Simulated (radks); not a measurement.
Values are calculated unless marked as measured or tabulated.
Charge is removed step by step from the 4d down level of the palladium ion Pd+, starting from [Kr] 4d(up 5, down 4). Code: a radial shooting solver on a logarithmic mesh with Libxc functionals. Model: scalar-relativistic Kohn-Sham, SCAN, spin-polarised, spherical densities, finite nucleus; meta-GGA in the generalised Kohn-Sham scheme; Fermi nuclear charge, rms radius 4.5318 fm.

\begin{tabular}{lrrr}
removed (e) & E - E(0) (eV) & eigenvalue (eV) & E minus straight line (eV) \\ \hline
0 & 0.000 & -14.255 & 0.000 \\
0.125 & 1.872 & -15.682 & -0.654 \\
0.25 & 3.906 & -17.138 & -1.147 \\
0.375 & 6.139 & -18.621 & -1.441 \\
0.5 & 8.580 & -20.130 & -1.526 \\
0.625 & 11.192 & -21.664 & -1.442 \\
0.75 & 13.997 & -23.222 & -1.164 \\
0.875 & 16.994 & -24.803 & -0.693 \\
1 & 20.214 & -26.407 & 0.000 \\
\end{tabular}

Removing the whole electron costs 20.214 eV by Delta-SCF, against 14.255 eV from minus the eigenvalue at the starting occupation. Slater's transition state (half an electron removed) gives 20.130 eV. Integrating minus the eigenvalue over the occupation (Janak's theorem) gives 20.197 eV. In this scalar-relativistic scheme the density is built from large components alone, so the theorem holds only approximately. The mean slope of the eigenvalue, de/dn, is 12.2 eV per electron. Ionisation energy of Pd+ in the NIST Atomic Spectra Database: 19.4 eV (semi-empirical).
